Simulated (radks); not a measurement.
Question: Neutral lutetium, configuration [Xe] 4f14 5d1 6s2 (the NIST ground configuration). All-electron calculation, Dirac Kohn-Sham, LDA (Slater exchange, Perdew-Wang correlation), spin-unpolarised, spherical densities, point nucleus; open shells fill j = l - 1/2 first. Program: a radial shooting solver on a logarithmic mesh with Libxc functionals. Some entries of the table are withheld. Estimate them.

orbital  occ.  eigenvalue (Ry)  <r> (bohr)
1s1/2       2        -4638.459     0.01933
2s1/2       2        -789.1605     0.08128
2p1/2       2        -753.4293     0.06743
2p3/2       4        -671.3783     0.07504
3s1/2       2        -178.7832      0.2123
3p1/2       2              (1)      0.2021
3p3/2       4              (2)      0.2164
3d3/2       4        -118.5124      0.1899
3d5/2       6        -114.6895      0.1943
4s1/2       2        -35.53268      0.4781
4p1/2       2        -29.09065         (3)
4p3/2       4        -25.09325         (4)
4d3/2       4        -14.48681      0.5411
4d5/2       6        -13.75703      0.5527
5s1/2       2         -4.47667         (5)
5p1/2       2         -2.69143         (6)
5p3/2       4         -2.18161         (7)
4f5/2       6         -0.77023      0.7164
4f7/2       8         -0.65810      0.7330
6s1/2       2         -0.34935       3.621
5d3/2       1         -0.14997       2.804
5d5/2       0         -0.12640       2.975
6p1/2       0         -0.11905       4.989
6p3/2       0         -0.09392       5.460
7s1/2       0         -0.00794       13.44

Answer: 
(1) 3p1/2 eigenvalue (Ry): -162.9535
(2) 3p3/2 eigenvalue (Ry): -145.4579
(3) 4p1/2 <r> (bohr): 0.4851
(4) 4p3/2 <r> (bohr): 0.5180
(5) 5s1/2 <r> (bohr): 1.172
(6) 5p1/2 <r> (bohr): 1.317
(7) 5p3/2 <r> (bohr): 1.433
